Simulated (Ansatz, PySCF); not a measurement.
Pair of molecules: H2S (SMILES S) (first 3 atoms) with CH3Cl (SMILES CCl); geometry from B3LYP-D3(BJ)/def2-TZVP.
(charge 0, multiplicity 1):
```xyz
8

S     -0.316     0.118    -0.457
H     -0.230     1.435    -0.210
H      0.593    -0.179     0.488
C     -0.830    -0.698     3.302
Cl     0.961    -0.630     3.141
H     -1.261    -0.462     2.333
H     -1.101    -1.701     3.615
H     -1.128     0.032     4.049
```

Interaction energies are E(AB) − E(A) − E(B) at the monomers' geometry in the complex; basis-set methods are counterpoise corrected. Rows marked so take none.

Rows in 3-21G, LANL2DZ, STO-3G carry no dispersion term and start afresh at each structure. LANL2DZ brings its own core potentials from Na on.

Run with Ansatz (Gaussian orbitals); PySCF for 3-21G rows, LANL2DZ rows, STO-3G rows. Each number belongs to the level named beside it.

**Question.** One of these levels gives -4.7 kJ/mol for the interaction energy. Which?
A. HF/STO-3G (no counterpoise)
B. BHLYP/def2-TZVPPD
C. B3LYP/3-21G (no counterpoise)
D. B3LYP/LANL2DZ (no counterpoise)

**Answer.** B, BHLYP/def2-TZVPPD. The others give -0.9 (HF/STO-3G (no counterpoise)), -12.6 (B3LYP/3-21G (no counterpoise)), -7.0 (B3LYP/LANL2DZ (no counterpoise))

Ansatz is an electronic-structure program.
